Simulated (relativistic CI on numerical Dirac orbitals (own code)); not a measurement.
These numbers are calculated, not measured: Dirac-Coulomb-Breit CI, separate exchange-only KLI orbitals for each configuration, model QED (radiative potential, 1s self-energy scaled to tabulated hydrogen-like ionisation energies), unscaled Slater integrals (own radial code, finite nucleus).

Configuration list (outside the closed core [Ne]): 3s, 3p, 3d, 4s, 4p, 4d, 4f, 5s, 5p, 5d, 5f, 5g, 6s, 6p, 6d, 7s, 7p. Levels of other configurations are missing.

At this charge energies of transitions that change n are usually good to better than 1 %, and those within a shell (Δn = 0) to a few per cent.

Outline of the computed level scheme of Fe XVI. Lowest level of each configuration: 3s 2S_1/2 at 0.000 eV; 3p 2P°_1/2 at 34.447 eV; 3d 2D_3/2 at 83.896 eV; 4s 2S_1/2 at 231.182 eV; 4p 2P°_1/2 at 244.849 eV; 4d 2D_3/2 at 263.049 eV; 4f 2F°_5/2 at 270.390 eV; 5s 2S_1/2 at 329.676 eV; 5p 2P°_1/2 at 336.414 eV.

Some strong electric-dipole decays among the lowest 15 levels: 4f 2F°_7/2 → 3d 2D_5/2 (1.0e+12 s⁻¹); 4f 2F°_5/2 → 3d 2D_3/2 (9.3e+11 s⁻¹); 4d 2D_5/2 → 3p 2P°_3/2 (4.1e+11 s⁻¹); 4d 2D_3/2 → 3p 2P°_1/2 (3.4e+11 s⁻¹); 4s 2S_1/2 → 3p 2P°_3/2 (2.1e+11 s⁻¹); 4p 2P°_1/2 → 3s 2S_1/2 (1.9e+11 s⁻¹); 4p 2P°_3/2 → 3s 2S_1/2 (1.8e+11 s⁻¹); 5p 2P°_1/2 → 3s 2S_1/2 (1.1e+11 s⁻¹).
